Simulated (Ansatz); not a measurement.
A nudged elastic band was laid between two geometries of ClH4NO2Ti + H3P (13 atoms, charge 0, multiplicity 1).

All numbers below come from RHF/def2-SVP (Ansatz).

```
movable images  : 7
climbing image  : yes
spring          : 5.0 eV/Å²
optimiser       : quadratic models (default)
start path      : through a guess of the saddle point
force threshold : 0.05 eV/Å
iteration limit : 60
end points      : relaxed
```

Initial state:

```xyz
13
Properties=species:S:1:pos:R:3
Ti -0.179 -0.501 -0.057
Cl -0.279 -0.455 2.210
N 1.572 -0.532 -0.627
H 2.106 -1.368 -0.787
H 2.116 0.289 -0.827
O -0.908 0.973 -0.663
H -1.599 1.517 -1.000
O -0.941 -1.982 -0.586
H -1.557 -2.694 -0.611
P 1.618 3.749 1.710
H 2.875 3.280 1.264
H 0.958 3.546 0.477
H 1.207 2.524 2.277
```

Final state:

```xyz
13
Properties=species:S:1:pos:R:3
Ti 0.126 0.586 -0.510
Cl 1.184 -1.114 3.108
N 1.708 -0.347 -0.720
H 2.068 -0.990 -0.035
H 2.342 -0.267 -1.496
O -0.349 1.362 -2.020
H -0.985 1.658 -2.649
O -1.115 -0.311 0.360
H -1.323 -0.907 1.061
P 0.787 2.297 1.212
H 1.666 3.069 0.419
H -0.331 3.156 1.111
H 1.213 0.154 2.938
```

Question: What changes between the two ends?

Answer: Bonds broken: Ti1–Cl2, P10–H13. Bonds formed: Ti1–P10, Cl2–H13. ClH4NO2Ti + H3P becomes ClH + H6NO2PTi.

Question: Give the energies along the band, and the barrier.

Answer: The run ended unconverged. The highest image is number 3 of 0 to 8, 2.62 eV above the first end and 1.25 eV above the last; the last end lies 1.37 eV above the first. The band didn't meet its force threshold, so its energies are provisional: the largest band force was still 0.09 eV/Å, and over the last iterations the top stayed at 2.63 eV. Neighbouring images lie up to 2.4 Å apart, so the band is torn or far too coarse. The orbitals stay closed-shell, which can raise the energy where a bond breaks towards radicals; this wasn't checked here.

```tsv
image	path coordinate (Å)	energy (eV)	Ti1–Cl2 (Å)	P10–H13 (Å)	Ti1–P10 (Å)
0	0.00	0.00	2.27	1.41	4.94
1	2.45	0.01	2.27	1.41	5.01
2	4.90	0.43	2.30	1.41	4.20
3	7.35	2.62	2.82	1.72	2.76
4	9.21	1.40	4.07	2.70	2.52
5	11.07	1.38	4.53	2.78	2.53
6	12.94	1.40	4.53	2.77	2.54
7	14.80	1.38	4.53	2.77	2.52
8	16.67	1.37	4.14	2.78	2.52
```

The band took 60 iterations and roughly 60 core-minutes.

Run time: 16 min on 4 threads of Arm Neoverse V1, with other jobs on the host, peak memory 0.5 GiB.
